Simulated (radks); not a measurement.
The table gives one normalised radial function P(r) = r R(r) of Ba23+ in [Ar] 3d10 4s2 4p3 (r in bohr). All-electron calculation, scalar-relativistic Kohn-Sham, BLYP, spin-polarised, spherical densities, finite nucleus; open shells are filled with parallel spins first (spin-orbit coupling, left out, can overturn this in heavy ions); Fermi nuclear charge, rms radius 4.8378 fm. Program: a radial shooting solver on a logarithmic mesh with Libxc functionals.

r,P
0.001151,0.0024
0.00165,0.0044
0.002384,0.0084
0.003444,0.0160
0.004976,0.0301
0.00719,0.0561
0.01031,0.1010
0.01489,0.1778
0.02151,0.2956
0.03108,0.4486
0.04491,0.5874
0.06437,0.5894
0.093,0.2870
0.1344,-0.3454
0.1942,-0.8805
0.2805,-0.5622
0.4021,0.6348
0.5809,1.4938
0.8394,1.0209
1.213,0.2465
1.752,0.0161

Which n and l does it have? It may be an empty orbital.

Answer. n = 4, l = 1: the number of nodes gives n - l - 1 = 2, the rise at small r (about r^(l+1), flatter next to the nucleus through relativity) gives l, and the extent must fit the shell. The curve is that of 4p up; the table hardly tells the two spins apart. 4p up: eigenvalue -746.84 eV, 2 radial nodes at r = 0.112, 0.338 bohr, <r> = 0.626 bohr, 90 % of the charge inside 0.893 bohr.
